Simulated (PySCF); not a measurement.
Geometries of 6 isomers of C4H7F3Si, from PySCF, PBE0-D3(BJ)/def2-SVP geometry optimisation, gas phase. One conformer each, no zero-point energy, no frequencies.

**Question.** Which is lowest in electronic energy at this level?
A.
```xyz
15
angstrom
F      3.536   -0.153    0.590
C      2.543    0.399   -0.120
F      2.937    0.386   -1.400
F      2.445    1.677    0.256
C      1.269   -0.353    0.064
C      0.152    0.204    0.538
C     -1.149   -0.493    0.715
Si    -2.405   -0.026   -0.635
H      1.322   -1.410   -0.216
H      0.180    1.270    0.791
H     -1.604   -0.223    1.683
H     -1.028   -1.588    0.698
H     -1.912   -0.492   -1.964
H     -2.586    1.457   -0.671
H     -3.718   -0.674   -0.336
```
B.
```xyz
15
angstrom
C     -2.806   -0.021   -0.066
C     -1.762   -0.163    0.754
C     -0.434    0.503    0.591
Si     0.855   -0.680   -0.108
C      2.541    0.264   -0.149
F      2.919    0.638    1.085
F      2.445    1.386   -0.885
F      3.541   -0.464   -0.665
H     -3.739   -0.562    0.105
H     -2.767    0.645   -0.934
H     -1.855   -0.845    1.610
H     -0.049    0.874    1.556
H     -0.495    1.366   -0.092
H      0.540   -1.084   -1.506
H      1.046   -1.880    0.755
```
C.
```xyz
15
angstrom
C     -1.726    0.494    0.630
C     -0.938    0.045   -0.578
C     -0.279   -1.350   -0.574
Si     0.919    0.057   -0.696
C      1.898    0.451    0.915
F      1.277   -0.050    1.996
F      3.134   -0.069    0.893
F      2.036    1.770    1.116
H     -1.180    0.298    1.564
H     -2.690   -0.038    0.689
H     -1.937    1.573    0.590
H     -1.428    0.279   -1.534
H     -0.312   -1.883    0.384
H     -0.467   -2.006   -1.431
H      1.674    0.410   -1.919
```
D.
```xyz
15
angstrom
F      2.195   -1.326   -0.825
C      1.703   -0.178   -0.293
F      2.672    0.347    0.495
C      0.475   -0.470    0.525
C     -0.737   -0.908   -0.339
C     -1.444    0.434   -0.580
F     -0.886    1.065   -1.687
Si    -0.565    1.061    1.008
H      1.515    0.520   -1.128
H      0.765   -1.176    1.318
H     -0.477   -1.439   -1.271
H     -1.398   -1.570    0.243
H     -2.535    0.387   -0.721
H     -1.344    0.829    2.259
H      0.045    2.422    0.997
```
E.
```xyz
15
angstrom
F      1.416   -0.944   -2.059
C      1.487   -0.120   -0.986
F      1.072    1.109   -1.412
C      0.611   -0.610    0.132
C     -0.881   -0.750   -0.278
C     -1.430    0.623    0.157
F     -2.723    0.598    0.606
Si     0.038    0.730    1.377
H      2.548   -0.033   -0.695
H      1.053   -1.529    0.542
H     -1.039   -1.016   -1.335
H     -1.365   -1.522    0.341
H     -1.346    1.356   -0.662
H      0.834    1.978    1.571
H     -0.289    0.113    2.695
```
F.
```xyz
15
angstrom
C      1.907    0.004   -1.048
Si     0.376    0.978   -0.628
C     -0.275    1.032    1.109
C     -1.115    0.164    0.152
C     -1.233   -1.291    0.445
F     -0.039   -1.849    0.724
F     -1.754   -1.964   -0.586
F     -2.018   -1.536    1.505
H      1.825   -0.433   -2.055
H      2.034   -0.815   -0.327
H      2.800    0.646   -1.021
H      0.057    2.120   -1.522
H     -0.769    1.915    1.528
H      0.292    0.473    1.863
H     -2.094    0.578   -0.114
```

**Answer.** F. That is `C1[C@@H]([Si@@H]1C)C(F)(F)F`, 5.5 kcal/mol below the next.

```tsv
SMILES	atoms numbered as above	E (Eh)	relative (kcal/mol)	relative (kJ/mol)	dipole (D)
C[Si@@H]1C[C@@H]1C(F)(F)F	[CH3:1][Si@@H:2]1[CH2:3][C@@H:4]1[C:5]([F:6])([F:7])[F:8]	-744.64283	0.0	0.0	2.64
FC(F)(F)/C=C/C[SiH3]	[F:1][C:2]([F:3])([F:4])/[CH:5]=[CH:6]/[CH2:7][SiH3:8]	-744.63400	5.5	23.2	2.81
C=CC[SiH2]C(F)(F)F	[CH2:1]=[CH:2][CH2:3][SiH2:4][C:5]([F:6])([F:7])[F:8]	-744.62365	12.0	50.4	2.10
FC(F)[C@@H]1C[C@@H](F)[SiH2]1	[F:1][CH:2]([F:3])[C@@H:4]1[CH2:5][C@@H:6]([F:7])[SiH2:8]1	-744.61775	15.7	65.9	2.20
FC(F)[C@@H]1C[C@H](F)[SiH2]1	[F:1][CH:2]([F:3])[C@@H:4]1[CH2:5][C@H:6]([F:7])[SiH2:8]1	-744.61418	18.0	75.2	2.84
C[C@@H]1C[Si@@H]1C(F)(F)F	[CH3:1][C@@H:2]1[CH2:3][Si@@H:4]1[C:5]([F:6])([F:7])[F:8]	-744.61335	18.5	77.4	2.14
```
